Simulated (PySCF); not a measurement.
# Rh+ (rhodium, charge +1) across methods

[Kr] 4d7 5s1, high-spin 5F determinant (an excited configuration). Computed with PySCF 2.14 in ANO-RCC-VTZP, with the spin-free X2C one-electron Hamiltonian (Gaussian nucleus).

```tsv
method	E (hartree)	mean ε 4d α (eV)	mean ε 4d β (eV)	mean ε 5s α (eV)	Σ⟨r²⟩ (bohr²)	⟨S²⟩
BP86	-4783.69	-17.949	-16.060	-13.024	41.79	6.001
r2SCAN	-4783.12	-18.323	-16.064	-13.056	41.58	6.002
LDA	-4777.89	-18.015	-15.977	-13.158	41.89	6.000
PBE0	-4782.79	-19.728	-17.582	-13.487	41.57	6.001
UHF	-4780.76079	-24.543	-21.869	-14.957	41.61	6.004
r2SCAN0	-4783.10	-20.088	-17.765	-13.718	41.47	6.002
wB97X-V	-4782.83	-22.033	-20.188	-15.220	41.60	6.001
PBE	-4782.72	-17.847	-15.846	-12.828	41.77	6.001
```
